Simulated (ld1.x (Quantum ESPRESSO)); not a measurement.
# Reading a pseudo-wave (aluminium)

Columns: radius, all-electron u(r) and pseudo u(r) of the 3s shell (level -8.50 eV) of aluminium in the configuration [Ne] 3s1 3p2; PBEsol, non-relativistic, PAW scheme, ld1.x (Quantum ESPRESSO) 7.5.

```json
{"r (bohr)": "0.143", "all-electron": "0.0414", "pseudo": "0.0583"}
{"r (bohr)": "0.285", "all-electron": "-0.2221", "pseudo": "0.1167"}
{"r (bohr)": "0.428", "all-electron": "-0.3021", "pseudo": "0.1762"}
{"r (bohr)": "0.570", "all-electron": "-0.2353", "pseudo": "0.2360"}
{"r (bohr)": "0.713", "all-electron": "-0.0973", "pseudo": "0.2967"}
{"r (bohr)": "0.855", "all-electron": "0.0599", "pseudo": "0.3569"}
{"r (bohr)": "0.998", "all-electron": "0.2115", "pseudo": "0.4165"}
{"r (bohr)": "1.140", "all-electron": "0.3427", "pseudo": "0.4733"}
{"r (bohr)": "1.283", "all-electron": "0.4510", "pseudo": "0.5267"}
{"r (bohr)": "1.425", "all-electron": "0.5348", "pseudo": "0.5742"}
{"r (bohr)": "1.568", "all-electron": "0.5976", "pseudo": "0.6148"}
{"r (bohr)": "1.710", "all-electron": "0.6409", "pseudo": "0.6465"}
{"r (bohr)": "1.853", "all-electron": "0.6675", "pseudo": "0.6684"}
{"r (bohr)": "1.995", "all-electron": "0.6794", "pseudo": "0.6794"}
{"r (bohr)": "2.138", "all-electron": "0.6794", "pseudo": "0.6794"}
{"r (bohr)": "2.280", "all-electron": "0.6698", "pseudo": "0.6698"}
{"r (bohr)": "2.423", "all-electron": "0.6526", "pseudo": "0.6526"}
{"r (bohr)": "2.565", "all-electron": "0.6298", "pseudo": "0.6298"}
{"r (bohr)": "2.708", "all-electron": "0.6028", "pseudo": "0.6028"}
{"r (bohr)": "2.850", "all-electron": "0.5731", "pseudo": "0.5731"}
{"r (bohr)": "2.992", "all-electron": "0.5417", "pseudo": "0.5417"}
{"r (bohr)": "3.135", "all-electron": "0.5091", "pseudo": "0.5091"}
{"r (bohr)": "3.278", "all-electron": "0.4763", "pseudo": "0.4763"}
{"r (bohr)": "3.420", "all-electron": "0.4440", "pseudo": "0.4440"}
{"r (bohr)": "3.563", "all-electron": "0.4123", "pseudo": "0.4123"}
{"r (bohr)": "3.705", "all-electron": "0.3818", "pseudo": "0.3818"}
```

Q: How many radial nodes do the two functions have?

A: The all-electron 3s function has n − l − 1 = 2; the pseudo-wave has 0, since the states of the same l below it are removed with the core.

Q: At about which radius was the pseudo-wave matched?

A: 2.05 bohr, where the columns begin to agree (steps of 0.14 bohr).

Q: Is the pseudo-wave norm-conserving?

A: No, it belongs to a PAW set: the norm inside the radius is not constrained, and the difference is carried by the augmentation charge.
